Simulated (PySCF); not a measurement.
**Molecular orbitals of LiGa⁺**

UHF at R = 3.042 Å; Li aug-pcseg-1, Ga aug-pcseg-1; no relativity (PySCF 2.14). State: ²Σ⁺ (doublet), unpaired electrons σ ↑. Only the outer orbitals are listed, counted within each symmetry.

```csv
spin,orbital,occ.,ε (eV),on Li (%),main shells (%)
α,1δ,1,-38.34,0,100 Ga d
α,1δ,1,-38.34,0,100 Ga d
α,3π,1,-38.22,0,100 Ga d
α,3π,1,-38.22,0,100 Ga d
α,7σ,1,-38.20,0,100 Ga d
α,8σ,1,-17.45,2,97 Ga s
α,9σ,1,-11.44,5,88 Ga p
α,4π,0,-4.04,20,"78 Ga p, 20 Li p"
α,4π,0,-4.04,20,"78 Ga p, 20 Li p"
α,10σ,0,-3.80,102,"86 Li s, 16 Li p"
β,1δ,1,-38.34,0,100 Ga d
β,1δ,1,-38.34,0,100 Ga d
β,3π,1,-38.14,0,100 Ga d
β,3π,1,-38.14,0,100 Ga d
β,7σ,1,-38.09,0,100 Ga d
β,8σ,1,-15.94,-2,100 Ga s
β,9σ,0,-4.14,77,"75 Li s, 23 Ga p"
β,4π,0,-3.73,16,"83 Ga p, 16 Li p"
β,4π,0,-3.73,16,"83 Ga p, 16 Li p"
```

**Question.** Which are the highest filled and the lowest empty level, where do they sit, and how wide is the gap?

**Answer.** Highest filled α 9σ at -11.44 eV (in %: 88 Ga p); lowest empty β 9σ at -4.14 eV (in %: 75 Li s, 23 Ga p); the gap at UHF is 7.30 eV.

| Property | Result |
| --- | --- |
| bond order (Mayer) | 0.10 |
| ⟨S²⟩ | 0.769 |
| charge on Li (Mulliken, basis-dependent) | 0.95 |
| charge on Li (Löwdin, basis-dependent) | 0.57 |
| dipole moment (positive dipole points towards Ga; it is taken about the centre of mass and depends on that origin) | -8.73 D |
| polarisability along the bond | 81.1 bohr³ |
| polarisability across the bond | 42.4 bohr³ |

Shares are Mulliken populations and can fall outside 0 to 100 %.

Spin–orbit coupling is left out. The state is the lowest determinant that a PBE0 search found; another state may lie lower at other levels.
